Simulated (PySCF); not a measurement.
Work out the structure from these simulated measurements.

Formula: C2H4F2Si.

| Quantity | Value |
| --- | --- |
| UV, strongest line | among the 10 lowest singlet transitions: S2 at 7.14 eV (174 nm, f = 0.427) [TDDFT CAM-B3LYP/def2-SVPD] |
| XPS | Si2p3/2 107.4, C1s 292.7, C1s 293.1, F1s 693.2, F1s 693.5, Si1s 1847.2 eV [ΔSCF SCAN, pcX-2 on the ionised atom, pcseg-1 elsewhere, spin-free X2C, 2p3/2 from a spin–orbit splitting computed afterwards within the 2p shell] |
| NMR, other nuclei | isotropic shieldings of nuclei other than C and H, by class: 304 (1 F), 330 (1 F), 430 (1 Si) ppm [GIAO PBE0/pcSseg-1] |
| 1H NMR | chemical shifts (computed TMS as zero) by class: 6.43 (1 H), 4.18 (3 H) ppm [GIAO PBE0/pcSseg-1] |
| Valence photoelectron | vertical ionisation energy: 10.07 eV [ΔSCF CAM-B3LYP/def2-SVPD] |
| Polarisability | 54.6 au [CAM-B3LYP/def2-SVPD] |
| Rotational structure | rotational constants A, B, C: 8.060, 2.255, 1.799 GHz [PBE0-D3(BJ)/def2-SVP] |
| 13C NMR | chemical shifts (computed TMS as zero) by class: 152.2 (1 C), 151.7 (1 C) ppm [GIAO PBE0/pcSseg-1] |

Electronic properties: PySCF, gas phase, density fitting. Levels stand in brackets. Geometry: PBE0-D3(BJ)/def2-SVP; no solvent, vibrations or thermal averaging. NMR classes are plain means over equivalent atoms (diastereotopic ones count apart unless rotation or inversion swaps them), as if these changed places fast.

Task: What is the compound? Reason from the data.

Result: Numbering: `[F:1]/[CH:2]=[C:3](\[F:4])[SiH3:5]`. Its formula, C2H4F2Si, gives 1 degree of unsaturation: 0 rings and 1 π bond in the structure found. 2 carbons fall into 2 classes; from least to most shielded: vinylic C–F carbon [C2] (152.2 ppm), vinylic C–F carbon [C3] (151.7 ppm). Hydrogen classes from least to most shielded: 1 H on a vinylic C–F carbon, C2 (6.43 ppm), 3 H on an SiH3 silicon, Si5 (4.18 ppm). The other shieldings belong to: 304 ppm, vinyl fluorine [F1]; 330 ppm, vinyl fluorine [F4]; 430 ppm, SiH3 silicon [Si5]. The core levels belong to: Si2p3/2 107.4 eV, SiH3 silicon [Si5]; C1s 292.7 eV, vinylic C–F carbon [C3]; C1s 293.1 eV, vinylic C–F carbon [C2]; F1s 693.2 eV, vinyl fluorine [F4]; F1s 693.5 eV, vinyl fluorine [F1]; Si1s 1847.2 eV, SiH3 silicon [Si5]. The first electron is taken from the HOMO, whose largest Löwdin shares are 0.31 on a vinylic C–F carbon, 0.30 on a vinylic C–F carbon, 0.14 on a vinyl fluorine and 0.13 on a vinyl fluorine. The optimised geometry has point group Cs and is an asymmetric top. Structure: `F/C=C(\F)[SiH3]`. The assignments are read from this structure; whether some other isomer fits the data as well wasn't checked.
